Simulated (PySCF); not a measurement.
H5OSi2, SMILES [SiH2]O[SiH3], multiplicity 2.

The structure is a stationary point at PBE0-D3(BJ)/def2-TZVP. The isomer is the one that the SMILES or the coordinates give; other isomers of the formula were not compared.

Method: PySCF with TDA-B3LYP/def2-SVPD.

Vertical excitations. Gas-phase values at a fixed geometry.

Computed lowest excited states:
```json
[
 {"state": "root 1", "energy (eV)": "4.06", "λ (nm)": "305", "f": "0.021", "main pairs": "α HOMO→LUMO 96 %"},
 {"state": "root 2", "energy (eV)": "4.68", "λ (nm)": "265", "f": "0.004", "main pairs": "β HOMO→LUMO 94 %"},
 {"state": "root 3", "energy (eV)": "5.13", "λ (nm)": "242", "f": "0.039", "main pairs": "α HOMO→LUMO+1 75 %, α HOMO→LUMO+2 19 %"},
 {"state": "root 4", "energy (eV)": "5.43", "λ (nm)": "228", "f": "0.034", "main pairs": "β HOMO−1→LUMO 87 %"},
 {"state": "root 5", "energy (eV)": "5.52", "λ (nm)": "225", "f": "0.048", "main pairs": "α HOMO→LUMO+3 60 %, α HOMO→LUMO+2 28 %"},
 {"state": "root 6", "energy (eV)": "5.63", "λ (nm)": "220", "f": "0.028", "main pairs": "α HOMO→LUMO+2 39 %, α HOMO→LUMO+4 27 %, α HOMO→LUMO+3 20 %, α HOMO→LUMO+1 8 %"},
 {"state": "root 7", "energy (eV)": "5.82", "λ (nm)": "213", "f": "0.006", "main pairs": "α HOMO→LUMO+4 63 %, α HOMO→LUMO+2 11 %, α HOMO→LUMO+3 10 %"},
 {"state": "root 8", "energy (eV)": "5.85", "λ (nm)": "212", "f": "0.005", "main pairs": "β HOMO−2→LUMO 90 %"},
 {"state": "root 9", "energy (eV)": "6.18", "λ (nm)": "201", "f": "0.026", "main pairs": "α HOMO→LUMO+5 93 %"},
 {"state": "root 10", "energy (eV)": "6.45", "λ (nm)": "192", "f": "0.047", "main pairs": "α HOMO→LUMO+6 85 %"}
]
```
Unrestricted roots are not spin-pure.
